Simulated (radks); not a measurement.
Q: The mean radii <r> (bohr) of the occupied orbitals of an atom or ion are listed with their occupations. All-electron calculation, scalar-relativistic Kohn-Sham, LDA (Slater exchange, Perdew-Wang correlation), spin-polarised, spherical densities, point nucleus. Program: a radial shooting solver on a logarithmic mesh with Libxc functionals.

| orbital | occ. | <r> |
|---|---|---|
| 1s | 2 | 0.3319 |
| 2s | 2 | 1.787 |

Name the element and its charge. Open shells, if any, are filled with parallel spins first.

A: Z = 5, boron, charge +1: B+ in [He] 2s2. The 1s radius gives Z: for a bare nucleus <r> = (2 gamma + 1)/(2Z) with gamma = sqrt(1 - (Z/c)^2), 0.2999 bohr for Z = 5, and screening makes it slightly larger (0.3319 here). The occupations add up to 4, and the charge is Z minus that.
